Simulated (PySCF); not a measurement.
**Radial density of Zn⁺ (zinc, charge +1)**

M06-2X, [Ar] 3d10 4s1, 2S determinant. Calculation: PySCF 2.14, in cc-pVTZ-PP with ECP10MDF; scalar relativity through the core potential. This is the valence pseudo-density: the core potential removes the inner electrons and smooths the orbitals near the nucleus.

```tsv
r (bohr)	4πr²ρ (e/bohr)	4πr²(ρα − ρβ)
0.00574	1.303e-05	0.0000
0.00965	3.529e-05	0.0000
0.0162	9.581e-05	0.0000
0.0273	0.0003743	0.0000
0.0459	0.003568	0.0000
0.0772	0.04659	0.0001
0.130	0.4758	0.0011
0.219	3.285	0.0083
0.368	14.49	0.0552
0.618	24.38	0.0642
1.04	10.17	0.0708
1.75	1.979	0.4436
2.94	0.3975	0.2950
4.95	0.02935	0.0287
8.32	0.0003905	0.0004
```

Energies and moments cover only the electrons outside the core potential.
